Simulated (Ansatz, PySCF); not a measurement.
Ways to break one bond of COC(C)=O:

A. COC(C)=O → C[C]=O + C[O]
B. COC(C)=O → [CH3] (CH3) + CO[C]=O

Quantity: bond dissociation energy (enthalpy at 298 K, with B3LYP-D3(BJ) rigid-rotor harmonic-oscillator terms from PySCF), kJ/mol. Geometries: B3LYP-D3(BJ)/def2-TZVP minima from Ansatz (a program for electronic structure), one conformer each, not searched for the lowest. Cores are frozen in the correlated levels unless marked. UHF or UKS for open shells. No spin-orbit coupling. Non-relativistic. CBS marks a two-point X^-3 extrapolation of the correlation energy; Hartree-Fock from the larger set. [CCSD(T)-MP2]/basis is that difference in the basis named.

Rank them by bond dissociation energy at RI-MP2/CBS(cc-pVTZ,cc-pVQZ)+[CCSD(T)-MP2]/cc-pVTZ (Ansatz), lowest first.

B (398.5 kJ/mol), A (423.9 kJ/mol)
